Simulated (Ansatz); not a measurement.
This geometry of AlClH₅NO (9 atoms, charge 0, multiplicity 1) is a first-order saddle point.

Computed with RHF/def2-SVP (Ansatz 0.2.0).

```xyz
9
Properties=species:S:1:pos:R:3
Al 0.058 -0.251 0.122
N 0.073 -0.119 2.032
H -0.753 0.182 2.522
H 0.870 0.288 2.494
Cl 1.832 0.508 -0.784
H -1.319 -0.017 -0.601
O 0.288 -2.024 0.694
H -0.120 -2.855 0.506
H 0.173 -1.457 1.679
```

Question: Which two structures does it join? (They come from a converged band through this point; their orientation in space is the band's.)

Answer: Bonds broken: O7–H9. Bonds formed: N2–H9.

Image 0:

```xyz
9
Properties=species:S:1:pos:R:3
Al 0.039 -0.149 0.351
N 0.037 0.249 2.105
H -0.791 0.544 2.588
H 0.836 0.639 2.572
Cl 1.808 0.383 -0.739
H -1.322 -0.154 -0.454
O 0.313 -2.116 0.616
H -0.052 -2.812 0.085
H 0.236 -2.327 1.541
```

Image 6:

```xyz
9
Properties=species:S:1:pos:R:3
Al -0.023 -0.554 0.116
N 0.084 -0.168 2.116
H -0.729 0.291 2.496
H 0.895 0.389 2.337
Cl 1.774 0.434 -0.562
H -1.372 0.111 -0.365
O 0.083 -2.256 0.306
H 0.208 -2.924 -0.343
H 0.184 -1.067 2.564
```

Question: How far does it lie above each of them?

Answer: 0.43 eV above the first and 1.45 eV above the second. This is the barrier of this one path; another mechanism may lie lower. The orbitals stay closed-shell, which can raise the energy where a bond breaks towards radicals; this wasn't checked here.

The run took 93 s on 1 thread of Arm Neoverse V2, on a shared host, peak memory 0.15 GiB.
